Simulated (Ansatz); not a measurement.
Ansatz (a quantum-chemistry and plane-wave program) input (CCSD(T)/cc-pCVDZ): A basis named .json is the Basis Set Exchange file of that set (core-valence sets with the plain set on hydrogen).

Ansatz 0.2 input:
```yaml
crystal:
  periodic: [false, false, false]
  atoms:
    - {symbol: C, position_ang: [0.00000000, 0.00000000, 0.00000000]}
basis:
  gaussian:
    orbitals: cc-pCVDZ.json
magnetization: {spin_polarized: true, initial_magnetization: 2}
correlation: {method: ccsd_t, electrons: outside_noble_gas}
scf: {lower_state_search: full}
```

Output:

```
Functional definition: HF
integrals: 0.00 GiB planned
100 factors; integrals over basis functions are off by at most 1.0e-4 eV
mean field: 0.04 GiB planned
mean field evaluation 1: about -1025.2053 eV, gradient 6.3e0 eV
mean field evaluation 2: about -1025.2056 eV, gradient 6.3e0 eV
mean field evaluation 4: about -1025.5047 eV, gradient 2.5e-1 eV
mean field evaluation 8: about -1025.5052 eV, gradient 6.3e-4 eV
mean field evaluation 16: about -1025.5052 eV, gradient 1.8e-2 eV
mean field evaluation 32: about -1025.5047 eV, gradient 3.2e-1 eV
mean field evaluation 64: about -1018.3418 eV, gradient 4.3e-2 eV
mean field evaluation 96: about -1025.5052 eV, gradient 1.6e-4 eV
mean field -1025.50523201 eV, -37.6866221640 hartree, gradient 1.5e-6 eV, S^2 2.006509; 7 other end points of the search recorded, 0 dependent functions left out
1 core orbitals not correlated
reference -1025.50523201 eV, -37.6866221640 hartree; 3, 1 occupied and 14, 16 virtual orbitals, 100 factors
second order -1.44335599 eV of doubles, -0.00000000 eV of singles
coupled cluster: 0.04 GiB planned
cycle   1  -1.82390569 eV  change   -3.8e-1 eV  update   4.6e-2
cycle   2  -2.00505941 eV  change   -1.8e-1 eV  update   2.0e-2
cycle   3  -2.01709011 eV  change   -1.2e-2 eV  update   5.0e-3
cycle   4  -2.01887778 eV  change   -1.8e-3 eV  update   6.5e-4
cycle   5  -2.01797201 eV  change    9.1e-4 eV  update   1.1e-4
cycle   6  -2.01835222 eV  change   -3.8e-4 eV  update   3.0e-5
cycle   7  -2.01825107 eV  change    1.0e-4 eV  update   9.1e-6
cycle   8  -2.01825836 eV  change   -7.3e-6 eV  update   1.4e-6
cycle   9  -2.01825939 eV  change   -1.0e-6 eV  update   1.9e-7
perturbative correction -0.02576494 eV, -0.0009468441 hartree
Total energy: -1027.54925634 eV, -37.7617386727 hartree
```
